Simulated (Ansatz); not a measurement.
`[F][Ti]([F])([Cl])[I]` and `C[S][Ti]([F])([F])[Cl]` differ in one atom or group.

Ansatz, PBE0-D4/def2-TZVP geometries, multiplicity 1. Each molecule was computed in one conformer, which needn't be the lowest.

Elements past krypton have def2 core potentials. Scalar relativity is left out up to krypton.

| property | `[F][Ti]([F])([Cl])[I]` |
| --- | --- |
| HOMO energy (PBE/def2-TZVPP) / eV | -7.32 |
| HOMO–LUMO gap (PBE0/def2-TZVPP) / eV | 4.84 |
| HOMO–LUMO gap (B3LYP/def2-TZVPP) / eV | 4.38 |
| size of the dipole moment (PBE/def2-TZVPP) / D | 0.61 |
| HOMO energy (B3LYP/def2-TZVPP) / eV | -8.21 |
| HOMO–LUMO gap (PBE/def2-TZVPP) / eV | 2.94 |

(1) Give the same properties after the change, and the shifts. (Estimate.)

Results:

(1) Computed: 
| property | `C[S][Ti]([F])([F])[Cl]` | shift |
| --- | --- | --- |
| HOMO energy (PBE/def2-TZVPP) / eV | -6.67 | 0.65 |
| HOMO–LUMO gap (PBE0/def2-TZVPP) / eV | 4.79 | -0.05 |
| HOMO–LUMO gap (B3LYP/def2-TZVPP) / eV | 4.32 | -0.06 |
| size of the dipole moment (PBE/def2-TZVPP) / D | 2.22 | 1.61 |
| HOMO energy (B3LYP/def2-TZVPP) / eV | -7.64 | 0.57 |
| HOMO–LUMO gap (PBE/def2-TZVPP) / eV | 2.68 | -0.26 |

The zero-point energy changes by 100.0 kJ/mol with +12 modes. Dipoles are sizes alone; their direction can turn.

B3LYP here is the variant with VWN-RPA as its local correlation; programs differ in this.

Spin–orbit coupling is left out; it splits and shifts lone-pair levels of the heavy atoms by tenths of an eV.
